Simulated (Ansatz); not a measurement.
Input file for H7InN2OSi (`[NH2][In]([NH2])[O][SiH3]`):

```yaml
crystal:
  periodic: [false, false, false]
  atoms:
    - {symbol: N, position_ang: [-1.997256, 0.098156, 2.005828]}
    - {symbol: In, position_ang: [-0.594619, -0.416206, 0.667308]}
    - {symbol: N, position_ang: [0.301560, -2.154082, 0.202629]}
    - {symbol: O, position_ang: [0.011691, 1.138379, -0.422017]}
    - {symbol: Si, position_ang: [1.170679, 1.406342, -1.521720]}
    - {symbol: H, position_ang: [-2.663167, -0.616167, 2.263119]}
    - {symbol: H, position_ang: [-2.497210, 0.944383, 1.769982]}
    - {symbol: H, position_ang: [1.201033, -2.046424, -0.246359]}
    - {symbol: H, position_ang: [0.384384, -2.834828, 0.944146]}
    - {symbol: H, position_ang: [1.982125, 2.601666, -1.156528]}
    - {symbol: H, position_ang: [2.109583, 0.243450, -1.630215]}
    - {symbol: H, position_ang: [0.591198, 1.635331, -2.876173]}
basis:
  gaussian: {orbitals: def2-SVP}
correlation: {method: ccsd_t}
```

```sh
$ ansatz run in.yaml --threads 4 --pin off --events-out ev --progress --plain --max-ram 11315MiB
```

Log, shortened:

```
Functional definition: HF
1280 factors; integrals over basis functions are off by at most 1.3e-3 eV
mean field evaluation 1: about -18110.9564 eV, gradient 5.4e1 eV
mean field evaluation 2: about -18110.9780 eV, gradient 5.4e1 eV
mean field evaluation 4: about -18117.0887 eV, gradient 3.9e0 eV
mean field evaluation 8: about -18117.1382 eV, gradient 2.5e-1 eV
mean field evaluation 16: about -18117.1053 eV, gradient 1.7e0 eV
mean field -18117.13851234 eV, -665.7925600910 hartree, gradient 1.6e-6 eV, S^2 0.000000; 0 other end points of the search recorded, 0 dependent functions left out
12 core orbitals not correlated: weight in the atoms' cores, before any rotation towards them, 1.000 or more for the frozen orbitals, at most 0.000 for the correlated occupied ones
reference -18117.13851234 eV, -665.7925600910 hartree; 20, 20 occupied and 89, 89 virtual orbitals, 1280 factors
second order -19.71877088 eV of doubles, -0.00000000 eV of singles
cycle   1  -20.21868800 eV  change   -5.0e-1 eV  update   1.2e-1
cycle   2  -20.78757731 eV  change   -5.7e-1 eV  update   3.7e-2
cycle   3  -20.96241696 eV  change   -1.7e-1 eV  update   2.2e-2
cycle   4  -20.95737604 eV  change    5.0e-3 eV  update   5.8e-3
cycle   5  -20.95350884 eV  change    3.9e-3 eV  update   2.5e-3
cycle   6  -20.95384331 eV  change   -3.3e-4 eV  update   9.4e-4
cycle   7  -20.95346766 eV  change    3.8e-4 eV  update   3.7e-4
cycle   8  -20.95338447 eV  change    8.3e-5 eV  update   1.5e-4
cycle   9  -20.95343796 eV  change   -5.3e-5 eV  update   6.4e-5
cycle  10  -20.95343702 eV  change    9.4e-7 eV  update   2.6e-5
perturbative correction -0.55919241 eV, -0.0205499421 hartree
Total energy: -18138.65114177 eV, -666.5831346407 hartree
```

Run time 8 s (4 threads of an Intel Xeon Platinum 8488C on a shared host); peak host memory 0.78 GiB.

MP2 recovers 91.7 % of the CCSD(T) correlation energy and the triples give 2.6 %; T1 = 0.0139.
